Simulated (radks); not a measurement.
Bi51+, configuration [Ar] 3d10 4s2 4p2 (the NIST ground configuration).

All-electron calculation, non-relativistic Kohn-Sham, TPSS, spin-polarised, spherical densities, point nucleus; open shells are filled with parallel spins first (spin-orbit coupling, left out, can overturn this in heavy ions); meta-GGA in the generalised Kohn-Sham scheme; relativity is left out, which matters for an element this heavy. Program: a radial shooting solver on a logarithmic mesh with Libxc functionals.

Energy parts (eV):
part                       energy
total                  -494279.36
kinetic                 494231.18
electron-nucleus      -1072763.17
Hartree                  91388.70
exchange-correlation     -7136.07

Orbitals (lengths in bohr, moments of r in powers of bohr; <r^-3> diverges for s and p1/2; r(max) is where P^2 peaks):
orbital,occ.,eigenvalue (eV),<r^-3>,r(max),<r^2>
1s up,1,-83823.57,-,0.01210,0.0004439
1s down,1,-83821.25,-,0.01210,0.0004439
2s up,1,-16414.59,-,0.06559,0.006850
2s down,1,-16413.72,-,0.06559,0.006849
2p up,3,-15921.08,20430,0.05085,0.005045
2p down,3,-15919.25,20430,0.05086,0.005045
3s up,1,-5861.089,-,0.1767,0.04034
3s down,1,-5859.229,-,0.1767,0.04030
3p up,3,-5633.417,4719,0.1658,0.03687
3p down,3,-5631.045,4719,0.1659,0.03685
3d up,5,-5219.280,847.0,0.1297,0.02799
3d down,5,-5216.948,847.2,0.1297,0.02797
4s up,1,-2933.754,-,0.3628,0.1487
4s down,1,-2918.809,-,0.3628,0.1489
4p up,2,-2831.931,1621,0.3571,0.1456
4p down,0,-2817.437,1623,0.3571,0.1457

The highest occupied level is 4p up at -2831.9 eV. Virial ratio -V/T = 2.00010. Summed over all electrons, <r^2> = 1.215 bohr^2, which gives a Langevin (diamagnetic) susceptibility term of -0.962 x 10^-6 cm^3/mol. Spin moment in Bohr magnetons: 2. For comparison, the ionisation energy in NIST's Atomic Spectra Database is 3078 eV (theoretical). In exact Kohn-Sham theory the highest level is minus the ionisation energy, but local and semilocal functionals leave it too shallow, through self-interaction and a potential that decays too fast; potentials with the right tail come closer.
